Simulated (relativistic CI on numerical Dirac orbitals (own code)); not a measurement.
Transition arrays of Zn4+

Method of calculation: Dirac-Coulomb-Breit CI, separate exchange-only KLI orbitals for each configuration, model QED, valence Slater integrals scaled by 0.9, whole transition arrays (own radial code, finite nucleus).

Configurations in the expansion (outside the closed core [Ne] 3s2): 3p⁶3d⁸, 3p⁶3d⁷4f, 3p⁵3d⁹, 3p⁶3d⁷4p, 3p⁶3d⁷5f. Levels of other configurations are missing.

All E1 lines from the levels of 3p⁶3d⁸; mean and standard deviation are weighted by gf, and upper levels are sorted by their leading configuration.

| Upper configuration | Lines | Σgf | Mean (eV) | Mean (nm) | σ (eV) | Strongest line (nm) |
| --- | --- | --- | --- | --- | --- | --- |
| 3p⁶3d⁷4f | 712 | 27.4 | 62.10 | 19.965 | 2.56 | 20.482 |
| 3p⁵3d⁹ | 60 | 42.6 | 85.93 | 14.429 | 4.32 | 13.493 |
| 3p⁶3d⁷4p | 466 | 25.0 | 37.53 | 33.040 | 2.14 | 34.485 |
| 3p⁶3d⁷5f | 730 | 20.6 | 69.44 | 17.854 | 2.63 | 18.177 |

Σgf per state of the lower configuration in bins of 0.5 nm over the central range (centre: value): 13.25: 0.22, 13.75: 0.01, 14.25: 0.30, 14.75: 0.16, 15.25: 0.15, 15.75: 0.11, 16.25: 0.01, 16.75: 0.02, 17.25: 0.11, 17.75: 0.11, 18.25: 0.22, 18.75: 0.02, 19.25: 0.14, 19.75: 0.14, 20.25: 0.11, 20.75: 0.18, 21.75: 0.02, 26.75: 0.00, 29.25: 0.02, 29.75: 0.02, 31.25: 0.01, 31.75: 0.08, 32.25: 0.09, 32.75: 0.05, 33.25: 0.06, 33.75: 0.03, 34.25: 0.07, 34.75: 0.04, 35.25: 0.05.

(1) How do configuration mixing and the scaling of the Slater integrals move the arrays?

Results:

(1) Slater scale 0.9, no configuration mixing: 3p⁶3d⁷4f 62.2 ± 2.5 eV (Σgf 31.9), 3p⁵3d⁹ 85.9 ± 4.3 eV (Σgf 36.9), 3p⁶3d⁷4p 37.5 ± 2.1 eV (Σgf 25.0), 3p⁶3d⁷5f 69.9 ± 2.5 eV (Σgf 20.3); Slater scale 1: 3p⁶3d⁷4f 62.1 ± 2.9 eV (Σgf 26.5), 3p⁵3d⁹ 86.4 ± 4.7 eV (Σgf 42.2), 3p⁶3d⁷4p 37.6 ± 2.4 eV (Σgf 25.0), 3p⁶3d⁷5f 69.7 ± 3.6 eV (Σgf 22.1); Slater scale 0.8: 3p⁶3d⁷4f 62.1 ± 2.3 eV (Σgf 27.9), 3p⁵3d⁹ 85.7 ± 3.9 eV (Σgf 41.8), 3p⁶3d⁷4p 37.4 ± 1.9 eV (Σgf 24.9), 3p⁶3d⁷5f 69.6 ± 2.2 eV (Σgf 20.6). With mixing, levels are counted to their leading configuration, so an array can shrink or vanish into another, and the sums then hold other lines.
